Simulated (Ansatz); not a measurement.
Ansatz (a first-principles code) input:

Ansatz 0.2 input:
```yaml
crystal:
  periodic: [false, false, false]
  atoms:
    - {symbol: B, position_ang: [0.06331863, -0.79318310, 0.55853286]}
    - {symbol: C, position_ang: [1.43103672, -1.42433106, 0.74779008]}
    - {symbol: C, position_ang: [-1.27058356, -1.30746571, 1.18301536]}
    - {symbol: Br, position_ang: [-0.00894209, 0.79917967, -0.57209692]}
    - {symbol: H, position_ang: [2.33392251, -1.03470760, 0.29275690]}
    - {symbol: H, position_ang: [1.57107786, -2.31101894, 1.35873751]}
    - {symbol: H, position_ang: [-1.13424597, -2.19147928, 1.80861097]}
    - {symbol: H, position_ang: [-1.99419882, -1.55045415, 0.39860157]}
    - {symbol: H, position_ang: [-1.74289447, -0.52693256, 1.78718849]}
basis:
  gaussian:
    orbitals: def2-TZVPD
hamiltonian:
  xc: {name: r2SCAN0}
magnetization: {spin_polarized: true, initial_magnetization: 1}
output: {forces: true}
```

Problem. What final total energy does it print?

Solution. -2678.17443 Eh (r2SCAN0/def2-TZVPD). The basis has 213 functions.

It need not be the lowest isomer of its formula.
